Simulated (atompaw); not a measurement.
# Building the PAW (atompaw) potential for germanium (Ge) (LDA (PW92), non-relativistic).

germanium (Ge), PAW, made with atompaw 4.2.0.5 (LDA (PW92), non-relativistic). Core [Ar] 3d10, reference 4s2 4p1.5 (charge +0.5). Waves: 4s (bound): rc 2.70 bohr; 4s channel at -0.25 Ry: rc 1.90 bohr; 4p (bound): rc 2.70 bohr; 4p channel at 0.15 Ry: rc 2.70 bohr; 4d channel at 0.4 Ry: rc 2.70 bohr. Local part: troulliermartins scheme with l = 3 at 0 Ry, radius 2.10 bohr. Core correction: smooth core density matched at 2.05 bohr. Augmentation charge: sinc compensation charge, radius 2.55 bohr; PAW radius 2.70 bohr; waves and projectors: custom polynom vanderbiltortho.

All-electron outer shells of the reference configuration (LDA (PW92), non-relativistic, ld1.x):

```
shell  level (eV)  outermost node (bohr)  outermost maximum (bohr)
   4s      -15.48                   0.78                      1.75
   4p       -7.60                   0.83                      2.14
```

Question: Does the generator finish with these settings?

Answer: Yes, a potential is produced.

Question: Estimate the cutoffs (Ry, on a coarse ladder) from which the occupation-weighted sum of valence levels, in a spherical-Bessel basis at the reference potential, stays within 10 and 1 mRy of its value at 400 Ry.

Answer: 6 Ry and 8 Ry.

Question: Does the potential have ghost states?

Answer: No extra level below or beside the all-electron valence levels (s, p, d, f tested).

Question: Is the overlap operator S = 1 + Σ q|β⟩⟨β| positive definite (Bessel basis up to 400 Ry)?

Answer: Yes: its lowest eigenvalue is 0.32 (s channel).
